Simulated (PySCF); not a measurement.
From computed data to an observable: oscillator strength and radiative lifetime

Si(H)(Cl)(OH)(OMe) (CH5ClO2Si), SMILES CO[SiH](O)Cl.

Geometry optimised at B3LYP-D3(BJ)/def2-SVP. This is a generated structure with no PubChem entry under its InChIKey; it may be hypothetical. One conformer was computed; it need not be the lowest.

TDA-PBE/def2-SVPD in PySCF 2.14.0 puts the first singlet state with f over 0.02 at 7.38 eV (vertical), with the transition dipole (-0.249, 0.382, -0.256) in atomic units.

### Question
Find the oscillator strength, the wavelength and the radiative lifetime that this transition would have in vacuum if emission retraced absorption.

### Answer

|μ|² = 0.2735 au, so |μ| = 1.33 D. ΔE = 7.38/27.211 = 0.2712 hartree. f = (2/3) ΔE |μ|² = 0.049 (the program prints 0.049).
λ = 1239.84/7.38 = 168 nm; ν = 59524 cm⁻¹.
Einstein's coefficient A = 0.6670 ν² f s⁻¹ (ν in cm⁻¹) = 1.2e8 s⁻¹, so τ = 1/A = 8.6 ns. This state is S5; the lower singlets have f = 0.014, 0.010, 0.002, 0.016. The figure is the radiative limit of this one transition; relaxation, internal conversion, crossing to triplets and a medium change what is measured.
